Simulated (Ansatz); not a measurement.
`B[NH][AlH2]` + `N=C(F)S` → `B/N=C(/F)S` + `[NH2][AlH2]` at 500 K and 1 bar (ligand exchange at a B–N bond).

Computed with Ansatz on PBE0-D4/def2-TZVP structures; ΔE is electronic, products minus reactants. CBS: MP2 limit from def2 TZ/QZ plus the TZ coupled-cluster correction, frozen cores. This one scheme is used for every species. Each species was taken in one conformer, which may not be the lowest.

| species | CCSD(T)/CBS energy (Eh) | H − E (kJ/mol) | S (J/(mol·K)) |
| --- | --- | --- | --- |
| `B[NH][AlH2]` | -324.56557 | 170.1 | 337.5 |
| `N=C(F)S` | -591.49692 | 116.7 | 326.3 |
| `B/N=C(/F)S` | -616.91068 | 155.6 | 381.0 |
| `[NH2][AlH2]` | -299.14566 | 129.9 | 289.4 |

H − E and S are ideal-gas, rigid-rotor, harmonic terms from PBE0-D4/def2-TZVP, for one conformer and one mirror image of each species. 1 Eh = 2625.50 kJ/mol, R = 8.31446 J/(mol·K).

Problem. By hand: ΔE, ΔH, ΔS and ΔG.

Solution. ΔE = (-616.91068) + (-299.14566) − (-324.56557) − (-591.49692) = 0.00615 Eh = 16.1 kJ/mol. Δ(H − E) = 155.6 + 129.9 − 170.1 − 116.7 = -1.3, so ΔH = 14.8 kJ/mol. ΔS = 381.0 + 289.4 − 337.5 − 326.3 = 6.6 J/(mol·K). ΔG = 14.8 − 500 × (6.6)/1000 = 11.5 kJ/mol.

Problem. By hand: the equilibrium constant, and the temperature at which ΔG would vanish if ΔH and ΔS stayed fixed.

Solution. log₁₀ K = −ΔG/(RT ln 10) = -1.2. ΔG = 0 at ΔH/ΔS = 2242 K, though so small a ΔS makes that figure unsure.

The number of gas molecules stays the same, so ΔS is small and ΔH decides. A doubt of 5 kJ/mol in ΔE shifts log₁₀ K by 0.5 here. Other conformers and mirror images would add mixing entropy, several J/(mol·K) or more a flexible species. These are equilibria of isolated gas molecules and say nothing of rates. Largest T1 diagnostic: 0.015 (customary marks: 0.02 for closed shells, 0.045 for open ones).
